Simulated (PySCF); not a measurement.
## Spinor energies of Te⁺ (tellurium, charge +1)

Start: [Kr] 4d10 5s1 5p3 6s1; 5s1/2 filled at m_j = +1/2; 5p3/2 filled at m_j = -1/2, +1/2, +3/2; 6s1/2 filled at m_j = +1/2. Calculated with PySCF 2.14 in x2c-TZVPall-2c with one added diffuse shell each of s, p, d, f type (9s10p6d3f, 90 functions): generalised Hartree-Fock with the X2C-1e Hamiltonian and a Gaussian nucleus; one run each with spin-orbit coupling (SO) switched off, then screened by Boettger's factors. This is a chosen level, not necessarily the ground level.

```csv
spinor shell,electrons,"ε, spin-free (eV)","ε, screened SO (eV)",weight of nominal j (screened SO),"rms radius, screened SO (bohr)"
1s1/2,2,-31987.5,-31984.1,1.000,0.0318
2s1/2,2,-5015.0,-5014.0,1.000,0.130
2p1/2,2,-4496.4,-4687.1,1.000,0.112
2p3/2,4,-4496.4,-4410.0,1.000,0.117
3s1/2,2,-1051.3,-1051.0,1.000,0.343
3p1/2,2,-878.67,-915.26,1.000,0.336
3p3/2,4,-878.67,-861.96,1.000,0.347
3d3/2,4,-618.17,-624.54,1.000,0.320
3d5/2,6,-618.17,-613.63,1.000,0.323
4s1/2,2,-207.62,-207.53,1.000,0.815
4p1/2,2,-151.73,-158.75,0.998,0.858
4d3/2,4,-67.433,-68.425,0.950,1.04
4d5/2,6,-67.433,-66.672,0.967,1.04
5s1/2,1,-37.104,-37.054,1.000,2.12
5p3/2,3,-23.144,-23.167,0.618,2.50
6s1/2,1,-8.349,-8.342,1.000,5.08
```

(1) Where does 4p3/2 lie, and what is the 4p spin-orbit splitting (screened SO)?

| quantity | spin-free | screened SO |
| --- | --- | --- |
| E (hartree) | -6789.11053 | -6790.99893 |
| M_J | 5/2 | 5/2 |
| ⟨J²⟩ | 8.753 | 8.754 |
| ⟨L²⟩ | 0.000 | 0.046 |
| ⟨S²⟩ | 8.753 | 8.708 |

Each row is a mean over spinors that exchange with the open shell spreads, by up to 1.314 eV (4s1/2).

Rows whose weight is well below 1 are mixtures of j = l ± 1/2: exchange outweighs spin-orbit coupling there, and the label is only the starting occupation.

Breit and QED terms are absent; they matter most for the inner s and p1/2 levels.

Densities and radii are taken from the X2C orbitals without a picture-change correction, which distorts them close to the nucleus.

Without spin-orbit coupling the j labels of p, d and f shells carry no meaning; the spin-free column gives the mean over the occupied spinors of each nl shell.

Results:

(1) At -148.46 eV, 10.287 eV above 4p1/2.
